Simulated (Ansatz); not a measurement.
One change: `F[Si](F)([SiH3])Cl` becomes `OB[Si](F)([SiH3])Cl`.

Ansatz, PBE0-D4/def2-TZVP geometries, multiplicity 1. Each molecule was computed in one conformer, which needn't be the lowest.

```
                                        property  `F[Si](F)([SiH3])Cl`
             HOMO–LUMO gap (PBE/def2-TZVPP) / eV                  6.47
size of the dipole moment (B3LYP/def2-TZVPP) / D                  1.90
              HOMO energy (PBE0/def2-TZVPP) / eV                 -9.02
             HOMO energy (B3LYP/def2-TZVPP) / eV                 -8.81
              LUMO energy (PBE0/def2-TZVPP) / eV                 -0.43
            HOMO–LUMO gap (PBE0/def2-TZVPP) / eV                  8.59
```

Give the same properties after the change, and the shifts. (An estimate is asked.)

Ansatz gave: 
| property | `OB[Si](F)([SiH3])Cl` | shift |
| --- | --- | --- |
| HOMO–LUMO gap (PBE/def2-TZVPP) / eV | 3.78 | -2.69 |
| size of the dipole moment (B3LYP/def2-TZVPP) / D | 3.14 | 1.24 |
| HOMO energy (PBE0/def2-TZVPP) / eV | -7.55 | 1.47 |
| HOMO energy (B3LYP/def2-TZVPP) / eV | -7.36 | 1.45 |
| LUMO energy (PBE0/def2-TZVPP) / eV | -1.63 | -1.20 |
| HOMO–LUMO gap (PBE0/def2-TZVPP) / eV | 5.91 | -2.68 |

With PBE0 the HOMO rises by 1.47 eV and the LUMO falls by 1.20 eV, so the gap narrows by about 2.67 eV. PBE moves the HOMO by 1.40 eV and ωB97M-V by 1.50 eV. Dipoles are sizes alone; their direction can turn.

B3LYP here is the variant with VWN-RPA as its local correlation; programs differ in this.
